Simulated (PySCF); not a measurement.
**Calculated NMR parameters of CO/C=C/C1CC1**

```
Formula                               : C6H10O
SMILES                                : CO/C=C/C1CC1
Point group of the computed structure : C1
Degrees of unsaturation               : 2
Carbon signals                        : 5
Proton signals                        : 6
```

Mapped SMILES: `[CH3:1][O:2]/[CH:3]=[CH:4]/[CH:5]1[CH2:6][CH2:7]1`. Hydrogens are named by the atom that carries them. Ha(C6), Ha(C7) are cis to C4 on the ring; Hb(C6), Hb(C7) are trans to C4 on the ring.

Computational details: σ from GIAO-PBE0/pcSseg-1, geometry: GFN2-xTB, in PySCF (no solvent model, one averaged value for each set of equivalent atoms, relativity neglected, a single conformation).

Referencing at the same level of theory: TMS for ¹H, ¹³C; H2O for ¹⁷O.

```tsv
carbon	δC, type	δH (multiplicity)	HMBC from (2–3 bonds)	span of the C tensor (ppm)
C1	55.6, CH3	3.60 (s)	H(C3)	78
C3	163.2, CH	6.96 (d)	H(C4), H(C1), H(C5)	182
C4	107.4, CH	4.64 (m)	H(C3), H(C5), Hb(C6)/Hb(C7), Ha(C6)/Ha(C7)	161
C5	9.1, CH	1.47 (m)	H(C3), H(C4), Hb(C6)/Hb(C7), Ha(C6)/Ha(C7)	71
C6/C7	9.5, CH2	Hb(C6) 0.60 (m); Ha(C6) 0.16 (m)	H(C4), H(C5), Hb(C6)/Hb(C7), Ha(C6)/Ha(C7)	67
```

Other nuclei:
| atoms | nucleus | environment | δ (ppm) | σ (ppm) |
| --- | --- | --- | --- | --- |
| O2 | ¹⁷O | ether oxygen | 113.5 | 222.6 |

- Carbon types of the structure: 3 × CH, 2 × CH2, 1 × CH3, which accounts for all hydrogens.
- δC 163.2: alkene carbon bearing oxygen; an sp2 carbon further deshielded by the attached heteroatom.
- δC 107.4: β carbon of an enol-ether or enamine type C=C; the O or N lone pair pushes π density onto this β carbon and shields it.
- δH 6.96: hydrogen on an alkene carbon bearing oxygen; olefinic region.
- δH 4.64: hydrogen on a β carbon of an enol-ether or enamine type C=C; lone-pair donation from O or N shields it, upfield of ordinary alkene protons.
- δH 3.60: hydrogen on a methyl carbon bonded to O; its carbon carries O, an electronegative neighbour.

Shifts are as computed. Against solution values, carbons near 30 ppm lie about +3 ppm off and those near 130 ppm about +5 ppm. Of 1211 compounds with measured shifts, 218 miss one by over three times the rms of a fit or turn the order of signals round; such compounds aren't used in these exercises. Experimental scales use liquid or dissolved standards, which lie at an offset from isolated H2O (liquid H2O: subtract about 36 ppm). No couplings were computed; multiplicities are counted from neighbouring protons, with m where these are inequivalent, close in shift, in a saturated or five-membered ring or joined by F or P, and br s for small geminal =CH2 splittings.
